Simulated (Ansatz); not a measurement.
Na20⁺ (started as a model of: Na20 flat piece). The state is a doublet with charge 1. Geometry PBE/def2-SVP; atoms count from 1.

```xyz
20

Na    4.372   -5.600   -4.809
Na    3.082   -2.895   -3.145
Na    4.627    0.317   -3.606
Na    3.532    3.347   -2.017
Na    5.231    6.252   -2.661
Na    1.610   -6.089   -2.725
Na    0.274   -3.146   -0.969
Na    1.917    0.129   -1.501
Na    0.734    3.218    0.185
Na    2.507    6.370   -0.475
Na   -1.273   -6.392   -0.502
Na   -2.475   -3.270    1.187
Na   -0.837   -0.056    0.652
Na   -2.026    2.964    2.318
Na   -0.362    6.282    1.785
Na   -4.025   -6.282    1.714
Na   -5.258   -3.232    3.402
Na   -3.623   -0.249    2.828
Na   -4.844    2.544    4.445
Na   -3.160    5.790    3.892
```

Single mean-field runs in def2-TZVP are fitted with def2-universal-jkfit. The charge 1 doublet is spin-contaminated (final ⟨S²⟩ up to 1.64, 0.75 for a pure state). Another isomer (doublet) lies 2.14 eV lower at PBE0/def2-TZVP; other spin states weren't run for this one.

Q: Estimate the Mulliken populations from the PBE0/def2-TZVP orbitals of Ansatz.

A: 
| atom | charge (e) | spin (α − β) |
| --- | --- | --- |
| Na1 | -0.12 | 0.29 |
| Na2 | 0.23 | 0.06 |
| Na3 | -0.17 | -0.08 |
| Na4 | 0.22 | 0.03 |
| Na5 | -0.11 | 0.21 |
| Na6 | 0.03 | 0.10 |
| Na7 | 0.06 | -0.07 |
| Na8 | 0.29 | 0.06 |
| Na9 | 0.06 | 0.13 |
| Na10 | 0.03 | 0.06 |
| Na11 | -0.06 | -0.11 |
| Na12 | 0.36 | 0.07 |
| Na13 | 0.12 | 0.14 |
| Na14 | 0.36 | -0.13 |
| Na15 | -0.06 | 0.06 |
| Na16 | -0.09 | 0.18 |
| Na17 | -0.09 | -0.12 |
| Na18 | 0.10 | 0.14 |
| Na19 | -0.09 | -0.01 |
| Na20 | -0.10 | -0.03 |
Mulliken values and Mayer orders depend strongly on the basis.

Q: Where does the spin sit?

A: Summed by element: Na 1.00, of 1 unpaired in all. Largest on single atoms: Na1 0.29, Na5 0.21, Na16 0.18.

Q: And the Mayer bond orders between bonded heavy atoms (over 0.3)?

A: Na1–Na6 0.46 (3.49 Å); Na3–Na8 0.36 (3.44 Å); Na4–Na5 0.33 (3.43 Å); Na5–Na10 0.43 (3.49 Å); Na11–Na16 0.36 (3.54 Å); Na15–Na20 0.35 (3.54 Å); Na16–Na17 0.38 (3.70 Å); Na18–Na19 0.31 (3.45 Å); Na19–Na20 0.40 (3.70 Å).
